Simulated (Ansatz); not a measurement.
Species: H₈NSi₂, SMILES `[SiH3][NH2+][SiH3]` with one electron removed (charge 2, multiplicity 2).

**Question.** Give a relaxed geometry from PBE0-D4/def2-TZVP (Ansatz, a program for electronic structure).

**Answer.** the end point of this relaxation (outside a Z-matrix the atoms follow the SMILES, hydrogens last).
Z-matrix (Å, degrees):
```
N
H 1 1.0286
H 1 1.0299 2 105.95
Si 1 1.7708 2 112.72 3 121.61
H 4 1.4684 1 117.30 2 -157.39
H 4 1.5807 5 121.55 1 141.29
H 4 1.5935 5 122.07 6 73.74
Si 1 2.0457 2 104.93 3 -109.81
H 8 1.4719 1 97.80 2 55.27
H 8 1.4731 9 118.49 1 104.24
H 8 1.4731 9 118.82 10 151.52
```
